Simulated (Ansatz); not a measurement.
One change: `SB(Cl)Br` becomes `CB(S)Br`.

Ansatz, PBE0-D4/def2-TZVP geometries, multiplicity 1. Each molecule was computed in one conformer, which needn't be the lowest.

Scalar relativity is left out up to krypton. Spin–orbit coupling is left out; it splits and shifts lone-pair levels of the heavy atoms by tenths of an eV.

| property | `SB(Cl)Br` |
| --- | --- |
| HOMO energy (B3LYP/def2-TZVPP) / eV | -8.04 |
| ideal-gas entropy at 298 K and 1 bar (rigid rotor, harmonic PBE0-D4/def2-TZVP) / J/(mol·K) | 322 |
| size of the dipole moment (PBE/def2-TZVPP) / D | 1.12 |
| LUMO energy (ωB97M-V/def2-TZVPP) / eV | 0.60 |
| HOMO energy (PBE0/def2-TZVPP) / eV | -8.31 |
| HOMO–LUMO gap (PBE0/def2-TZVPP) / eV | 6.84 |

Q: Give the same properties after the change, and the shifts. (An estimate is asked.)

A: Ansatz gave: 
```
                                                                                  property  `CB(S)Br`  shift
                                                       HOMO energy (B3LYP/def2-TZVPP) / eV      -7.73   0.31
ideal-gas entropy at 298 K and 1 bar (rigid rotor, harmonic PBE0-D4/def2-TZVP) / J/(mol·K)        332     10
                                            size of the dipole moment (PBE/def2-TZVPP) / D       2.09   0.97
                                                     LUMO energy (ωB97M-V/def2-TZVPP) / eV       1.02   0.42
                                                        HOMO energy (PBE0/def2-TZVPP) / eV      -7.99   0.32
                                                      HOMO–LUMO gap (PBE0/def2-TZVPP) / eV       6.97   0.13
```

With PBE0 the HOMO rises by 0.32 eV and the LUMO rises by 0.46 eV, so the gap widens by about 0.14 eV. PBE moves the HOMO by 0.29 eV and ωB97M-V by 0.31 eV. The zero-point energy changes by 93.0 kJ/mol with +9 modes. Dipoles are sizes alone; their direction can turn.

B3LYP here is the variant with VWN-RPA as its local correlation; programs differ in this.
